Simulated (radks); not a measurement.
Problem. Species: neutral gallium. Configuration: [Ar] 3d10 4s2 4p1. Method: scalar-relativistic Kohn-Sham, LDA (Slater exchange, Perdew-Wang correlation), spin-unpolarised, spherical densities, finite nucleus; Fermi nuclear charge, rms radius 3.9973 fm; hard spherical wall at 1.5 bohr; computed with a radial shooting solver on a logarithmic mesh with Libxc functionals. Some entries of the table are withheld. Estimate them.

orbital  occ.  eigenvalue (eV)  <1/r> (bohr^-1)
1s          2        -10090.76            31.25
2s          2        -1150.615            6.811
2p          6              (1)              (2)
3s          2         -65.3742            2.128
3p          6         -15.8679              (3)
3d         10          68.7356            1.789
4s          2         185.9502            1.723
4p          1         212.7737              (4)
4d          0         249.1161              (5)
5s          0         572.2464            2.019
5p          0         585.0798              (6)

Solution. 
(1) 2p eigenvalue (eV): -987.2450
(2) 2p <1/r> (bohr^-1): 6.689
(3) 3p <1/r> (bohr^-1): 2.005
(4) 4p <1/r> (bohr^-1): 1.740
(5) 4d <1/r> (bohr^-1): 1.701
(6) 5p <1/r> (bohr^-1): 1.986
